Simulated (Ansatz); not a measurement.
Molecule: CdBr2, net charge 0, singlet state. SMILES: [Br][Cd][Br]
Coordinates optimised at B3LYP-D3(BJ)/def2-TZVP (Ansatz, a quantum-chemistry and plane-wave program):
```
Cd
Br 1 2.4249
Br 1 2.4249 2 180.00
```
Charge 0, spin multiplicity 1.

Parts of the frozen-core correlation energy in def2-SVP (Ansatz, hartree). Frozen orbitals: 32; correlated occupied orbitals by spin: 13 and 13; virtual: 50 and 50. Spin-orbit coupling is left out. In def2 rows, elements after Kr have scalar-relativistic effective core potentials.

```csv
term,value
reference (HF),-5311.15787
MP2 opposite-spin,-0.33959
MP2 same-spin,[?]
CCSD correlation,[?]
(T),[?]
T1 diagnostic,0.013
largest doubles amplitude,0.041
```

Q: Fill in the missing entries.

A: 
- MP2 same-spin, value: -0.16937
- CCSD correlation, value: -0.51910
- (T), value: -0.01103
